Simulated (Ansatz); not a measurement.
`O=C[SiH2]CS` + H₂ → `[SiH3]CS` + `C=O`  (hydrogenolysis of the Si–C bond)

Computed with Ansatz on PBE0-D4/def2-TZVP structures; ΔE is electronic, products minus reactants. CCSD(T)/CBS is the MP2 limit (def2-TZVPP, def2-QZVPP) plus CCSD(T) − MP2 in def2-TZVPP, frozen cores. This one scheme is used for every species. Functionals use def2-TZVPP. Each species was taken in one conformer, which may not be the lowest.

```json
{"level": "ωB97X-V", "ΔE (kJ/mol)": "-33.6", "difference from CCSD(T)/CBS": "-1.8"}
{"level": "ωB97M-V", "ΔE (kJ/mol)": "-31.4", "difference from CCSD(T)/CBS": "0.4"}
{"level": "PBE", "ΔE (kJ/mol)": "-29.9", "difference from CCSD(T)/CBS": "1.9"}
{"level": "r2SCAN", "ΔE (kJ/mol)": "-28.2", "difference from CCSD(T)/CBS": "3.6"}
{"level": "PBE0", "ΔE (kJ/mol)": "-37.0", "difference from CCSD(T)/CBS": "-5.2"}
{"level": "SCS-MP2/def2-TZVPP", "ΔE (kJ/mol)": "-38.3", "difference from CCSD(T)/CBS": "-6.5"}
{"level": "CCSD(T)/def2-TZVPP", "ΔE (kJ/mol)": "-35.4", "difference from CCSD(T)/CBS": "-3.6"}
{"level": "HF/def2-QZVPP", "ΔE (kJ/mol)": "-62.7", "difference from CCSD(T)/CBS": "-30.9"}
{"level": "SCS-MP2/def2-QZVPP", "ΔE (kJ/mol)": "-36.5", "difference from CCSD(T)/CBS": "-4.7"}
{"level": "MP2/CBS(def2)", "ΔE (kJ/mol)": "-28.5", "difference from CCSD(T)/CBS": "3.3"}
{"level": "CCSD(T)/CBS", "ΔE (kJ/mol)": "-31.8", "difference from CCSD(T)/CBS": "0"}
```

Largest T1 diagnostic among the species: 0.015.

From PBE to PBE0 (25 % exact exchange), in def2-TZVPP and without D4, ΔE moves by −7.2 kJ/mol. The D4 term adds +11.0 kJ/mol with B3LYP and +6.2 kJ/mol with PBE0; it sums over pairs of atoms, weighted by their polarisabilities, and B3LYP, whose exchange is more repulsive, gets the larger term. In def2-TZVPP, CCSD(T) changes the Hartree–Fock value by +27.1 kJ/mol (the triples alone add +6.1 kJ/mol) and MP2 by +30.4 kJ/mol.

B3LYP here is the variant with VWN-RPA as its local correlation; programs differ in this.
